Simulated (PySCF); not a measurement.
**UHF on Cl⁺ (chlorine, charge +1)**

Configuration: [Ne] 3s2 3p4, high-spin 3P determinant. Computed with PySCF 2.14 in cc-pVDZ-DK (4s3p1d, 18 functions), with scalar relativity by spin-free X2C-1e.

```json
{
 "Total energy": "-460.444940 hartree",
 "One-electron energy": "-629.1652 hartree",
 "Hartree (Coulomb) energy": "196.1071 hartree",
 "Exchange energy": "-27.3868 hartree",
 "⟨S²⟩": "2.0066",
 "⟨L²⟩": "2.020",
 "Sum of ⟨r⟩": "13.37 bohr",
 "Sum of ⟨r²⟩": "20.92 bohr²",
 "Traceless quadrupole moment −½Σ⟨3z² − r²⟩ along its main axis": "-1.53 e·bohr²",
 "Langevin diamagnetic susceptibility": "-16.6 ×10⁻⁶ cm³/mol",
 "Time after the integrals": "0.04 s of wall time on 1 thread of Intel(R) Xeon(R) 6975P-C (shared host)"
}
```

| shell | electrons | mean orbital energy (hartree) | spread (hartree) | rms radius, mean of both spins (bohr) |
| --- | --- | --- | --- | --- |
| 1s α | 1 | -105.74627 | 0 | 0.105 |
| 1s β | 1 | -105.72122 | 0 | 0.105 |
| 2s α | 1 | -11.15493 | 0 | 0.478 |
| 2s β | 1 | -11.12945 | 0 | 0.478 |
| 2p α | 3 | -8.56199 | 0.02869 | 0.451 |
| 2p β | 3 | -8.51710 | 0.01907 | 0.451 |
| 3s α | 1 | -1.60957 | 0 | 1.62 |
| 3s β | 1 | -1.35449 | 0 | 1.62 |
| 3p α | 3 | -0.96898 | 0.07971 | 1.87 |
| 3p β | 1 | -0.86456 | 0 | 1.87 |

Densities and radii are taken from the X2C orbitals without a picture-change correction, which distorts them close to the nucleus.
